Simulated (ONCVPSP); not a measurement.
u(r) = r·R(r): atom against pseudo-atom (beryllium (Be))

Columns: radius, all-electron u(r) and pseudo u(r) of the 1s shell (level -118.17 eV) of beryllium in the configuration 1s2 2s1; BLYP, scalar-relativistic, ONCV scheme, ONCVPSP 4.0.1.

```json
{"r (bohr)": "0.045", "all-electron": "0.5530", "pseudo": "0.3352"}
{"r (bohr)": "0.090", "all-electron": "0.9257", "pseudo": "0.6497"}
{"r (bohr)": "0.135", "all-electron": "1.1634", "pseudo": "0.9251"}
{"r (bohr)": "0.180", "all-electron": "1.3022", "pseudo": "1.1473"}
{"r (bohr)": "0.225", "all-electron": "1.3700", "pseudo": "1.3085"}
{"r (bohr)": "0.270", "all-electron": "1.3866", "pseudo": "1.4067"}
{"r (bohr)": "0.315", "all-electron": "1.3672", "pseudo": "1.4455"}
{"r (bohr)": "0.360", "all-electron": "1.3229", "pseudo": "1.4331"}
{"r (bohr)": "0.405", "all-electron": "1.2621", "pseudo": "1.3806"}
{"r (bohr)": "0.450", "all-electron": "1.1911", "pseudo": "1.3004"}
{"r (bohr)": "0.495", "all-electron": "1.1145", "pseudo": "1.2040"}
{"r (bohr)": "0.540", "all-electron": "1.0355", "pseudo": "1.1014"}
{"r (bohr)": "0.585", "all-electron": "0.9566", "pseudo": "1.0000"}
{"r (bohr)": "0.630", "all-electron": "0.8794", "pseudo": "0.9047"}
{"r (bohr)": "0.675", "all-electron": "0.8053", "pseudo": "0.8178"}
{"r (bohr)": "0.720", "all-electron": "0.7348", "pseudo": "0.7397"}
{"r (bohr)": "0.765", "all-electron": "0.6685", "pseudo": "0.6698"}
{"r (bohr)": "0.810", "all-electron": "0.6066", "pseudo": "0.6067"}
{"r (bohr)": "0.855", "all-electron": "0.5492", "pseudo": "0.5491"}
{"r (bohr)": "0.900", "all-electron": "0.4962", "pseudo": "0.4962"}
{"r (bohr)": "0.945", "all-electron": "0.4475", "pseudo": "0.4475"}
{"r (bohr)": "0.990", "all-electron": "0.4030", "pseudo": "0.4029"}
{"r (bohr)": "1.035", "all-electron": "0.3622", "pseudo": "0.3622"}
{"r (bohr)": "1.080", "all-electron": "0.3252", "pseudo": "0.3252"}
{"r (bohr)": "1.125", "all-electron": "0.2916", "pseudo": "0.2915"}
{"r (bohr)": "1.170", "all-electron": "0.2611", "pseudo": "0.2611"}
```

Q: How many radial nodes do the two functions have?

A: The all-electron 1s function has n − l − 1 = 0; the pseudo-wave has 0.

Q: At about which radius was the pseudo-wave matched?

A: 0.85 bohr, where the columns begin to agree (steps of 0.04 bohr).

Q: Is the pseudo-wave norm-conserving?

A: Yes: the ONCV scheme keeps the norm inside the radius equal to the all-electron one, which fixes the energy derivative of the logarithmic derivative at the level.
